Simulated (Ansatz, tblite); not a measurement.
Cost and result up the ladder for (H2Ga-mu-NH2)3 (Ga₃N₃H₁₂) (18 atoms). Charge 0, multiplicity 1. Geometry: B3LYP-D4/def2-SVP.

```xyz
18

Ga    1.9268    0.5655   -0.5968
H     3.0036   -0.5659   -0.8010
H     2.2001    2.1018   -0.8108
N     0.2789    0.1199   -1.6815
Ga   -1.4665    0.8279   -0.9550
H    -1.1725    2.2155   -0.2675
H    -2.5924    0.5954   -2.0349
N    -1.7525   -0.4896    0.5559
Ga   -0.1108   -1.2936    1.4244
H    -0.4161   -1.5254    2.9542
H     0.3892   -2.4218    0.4435
N     1.1445    0.2770    1.2468
H     0.4055    0.5023   -2.6219
H     0.2188   -0.8930   -1.8157
H    -2.3388   -1.2583    0.2211
H    -2.3192   -0.0290    1.2729
H     0.6833    1.1337    1.5650
H     1.9181    0.1377    1.9013
```

Ansatz on 2 threads of AMD EPYC 7R13 on a shared host and a share (18 GiB) of an NVIDIA H100 80GB HBM3; xTB runs through tblite on one thread. Times are rough, summed over both states, and most runs start from the orbitals of an earlier one. PBE0-D4/def2-TZVP serves as the yardstick here, not as an exact answer. The other state is a triplet.

The xTB rows come from tblite. HOMO above LUMO, or a gap near zero within one spin, warns that the state may not be the lowest or that an electron is smeared out.

xTB has no spin-polarisation term.

| level | functions | wall time | vertical triplet (eV) | difference from PBE0-D4/def2-TZVP (eV) | remarks |
| --- | --- | --- | --- | --- | --- |
| GFN2-xTB | 51 | 0.029 s | 7.01 | 0.53 | – |
| GFN1-xTB | 63 | 0.039 s | 6.88 | 0.39 | – |
| PBE-D4/def2-TZVP (with forces) | 309 | 5.1 s | 5.73 | -0.76 | gap within one spin near zero (triplet) |
| r2SCAN-D4/def2-TZVP | 309 | 6.6 s | 6.14 | -0.34 | gap within one spin near zero (triplet) |
| PBE0-D4/def2-TZVP | 309 | 7.1 s | 6.48 | 0.00 | – |
